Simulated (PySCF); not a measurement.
C3H7FOSi, SMILES C[C@@H](F)[SiH2]C=O.

The structure is a stationary point at r2SCAN-D4/def2-SVP. The structure was generated by enumeration; whether it is a known compound was not checked. The values are those of a single conformer.

Calculation: SMD-B3LYP/def2-SVP run with PySCF.

Solvation free energies are E(SMD) − E(gas) at the gas-phase geometry, for 1 M in both phases. In vacuum the dipole moment is 2.85 D.

Task: Estimate the solvation free energies in water, acetone, benzene. (An estimate is asked for; the answer gives what the named calculation found.)

Result: 
```csv
solvent,ΔG(solv) (kcal/mol),its non-electrostatic (CDS) part,dipole (D)
water,-1.0,5.7,3.70
acetone,-5.0,-0.3,3.40
benzene,-3.2,-1.0,3.12
```
